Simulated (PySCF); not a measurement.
C4H6O2Se.
Atom-mapped SMILES: `[O:1]=[CH:2][O:3][C@@H:4]1[CH2:5][CH2:6][Se:7]1` (hydrogens: H8 on C2; H9 on C4; H10, H11 on C5; H12, H13 on C6)

Computed with core-valence-separated Tamm–Dancoff BHandHLYP/aug-pcX-1 (pcseg-1 on H, def2-SVPD on Se) in PySCF, non-relativistic, gas phase, PBE0-D3(BJ)/def2-SVP geometry. Absolute energies from this functional tend to lie a few eV below measured edges; no shift was applied.

**Question.** List the carbon K-edge absorption lines.

**Answer.** 
| E (eV) | f | core hole on | main final orbital | polarisation |
| --- | --- | --- | --- | --- |
| 284.33 | 0.0487 | C6 | LUMO (44 %) | – |
| 284.97 | 0.0852 | C2 | LUMO+2 (54 %) | normal to the local trigonal plane |
| 285.56 | 0.0095 | C5 | LUMO (83 %) | – |
| 285.78 | 0.0558 | C4 | LUMO (51 %) | – |
| 286.04 | 0.0151 | C5 | LUMO+1 (77 %) | – |
| 286.39 | 0.0408 | C5 + C6 | spread (2 roots, f summed) | – |
| 286.56 | 0.0131 | C6 | LUMO+1 (32 %) | – |
| 286.84 | 0.0264 | C6 | spread | – |
| 286.96 | 0.0062 | C5 | LUMO+2 (44 %) | – |
| 287.44 | 0.0006 | C5 | LUMO+4 (43 %) | – |
| 287.66 | 0.0043 | C5 | LUMO+2 (40 %) | – |
| 287.90 | 0.0005 | C6 | LUMO+2 (31 %) | – |
| 287.92 | 0.0411 | C4 | spread | – |
| 287.93 | 0.0008 | C5 | LUMO+7 (32 %) | – |
| 288.04 | 0.0028 | C6 | LUMO+7 (38 %) | – |
| 288.28 | 0.0260 | C4 | LUMO+1 (41 %) | – |
| 288.29 | 0.0005 | C5 | LUMO+8 (32 %) | – |
| 288.30 | 0.0015 | C6 | LUMO+6 (33 %) | – |

The first line with a tenth or more of the strongest one's intensity is at 284.33 eV (f = 0.049), with the hole on C6 (sp3 carbon bound to selenium). The strongest listed is at 284.97 eV (f = 0.085; C2, 1s→π*).

**Question.** List the oxygen K-edge absorption lines.

**Answer.** 
```
E (eV)       f  core hole on  main final orbital                        polarisation
529.35  0.0471            O1       LUMO+2 (61 %)  normal to the local trigonal plane
533.01  0.0218            O3       LUMO+2 (65 %)                                   –
533.48  0.0013            O1         LUMO (67 %)         in the local trigonal plane
534.25  0.0008            O1       LUMO+3 (59 %)                                   –
534.63  0.0136            O3         LUMO (53 %)                                   –
534.65  0.0007            O1       LUMO+1 (48 %)                                   –
534.74  0.0016            O1              spread         in the local trigonal plane
535.09  0.0003            O1       LUMO+5 (43 %)                                   –
535.21  0.0058            O1       LUMO+6 (35 %)         in the local trigonal plane
535.40  0.0190            O3              spread                                   –
535.56  0.0028            O3       LUMO+3 (35 %)                                   –
```

The first line with a tenth or more of the strongest one's intensity is at 529.35 eV (f = 0.047), with the hole on O1 (ester carbonyl oxygen), polarised normal to the local trigonal plane: a 1s→π* resonance. It is also the strongest listed.

Roots within 0.03 eV whose holes lie on the same, on equivalent or on shared atoms are summed into one line, and the highest roots are left out, as the search may have cut off their partners. Final orbitals are the ground state's empty Kohn–Sham orbitals. A dash: too weak, shared between unlike atoms, or no plane or axis to refer to.

**Question.** What length of transition dipole belongs to the line at 284.33 eV?

**Answer.** From f = (2/3) ΔE |μ|² in atomic units, with ΔE = 10.449 Eh and f = 0.0487: |μ| = 0.084 au = 0.21 D.

The list ends where the root search ended, not at a threshold. The BHandHLYP/aug-pcX-1 (pcseg-1 on H, def2-SVPD on Se) calculation is non-relativistic and has no spin–orbit coupling, an omission that weighs most on selenium.

Conformer computed: `[O:1]=[CH:2][O:3][C@@H:4]1[CH2:5][CH2:6][Se:7]1`: O1–C2–O3–C4 -1°, C2–O3–C4–C5 165°.

One conformer stands for the species.
